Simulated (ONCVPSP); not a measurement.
**rhodium (Rh): excitation energies, all-electron against ONCV**

rhodium (Rh), optimised norm-conserving Vanderbilt (ONCV), made with ONCVPSP 4.0.1 (PBE, scalar-relativistic). Core [Ar] 3d10, reference 4s2 4p6 4d6 (charge +3). Waves: 4s: rc 1.50 bohr, ncon 4, nbas 7, qcut 10.2 1/bohr, 2 projectors, debl 3.7 Ha; 4p: rc 1.25 bohr, ncon 4, nbas 7, qcut 6.6 1/bohr, 2 projectors, debl 0.4 Ha; 4d: rc 1.20 bohr, ncon 3, nbas 6, qcut 7.3 1/bohr, local. Local part: the d channel. Core correction: Teter function, fcfact 5, rcfact 1.55.

In the s channel the program set the typed energies aside and used -4.356, 0.050 Ha. In the p channel the program set the typed energies aside and used -3.163, 0.250 Ha.

Energies are relative to the spin-unpolarised reference configuration 4s2 4p6 4d6; without spin polarisation the order of configurations can differ from experiment.

(1) Give the all-electron excitation energy and the error of the potential for: 4s2 4p6 4d8 5s1; 4s2 4p6 4d8; 4s2 4p6 4d7; 4s2 4p6 4d8.5 5s0.5.

Levels in the configuration 4s2 4p6 4d8 5s1:

| level | all-electron (eV) | pseudo (eV) |
| --- | --- | --- |
| 4s | -82.495 | -82.500 |
| 4p | -50.421 | -50.424 |
| 4d | -5.940 | -5.941 |
| 5s | -4.300 | -4.299 |

Results:

(1)

```csv
valence configuration,charge,ΔE all-electron (eV),error AE − PS (meV)
4s2 4p6 4d8 5s1,0,-59.476,+6.6
4s2 4p6 4d8,+1,-52.016,+6.2
4s2 4p6 4d7,+2,-32.505,+4.2
4s2 4p6 4d8.5 5s0.5,0,-60.107,+6.1
```
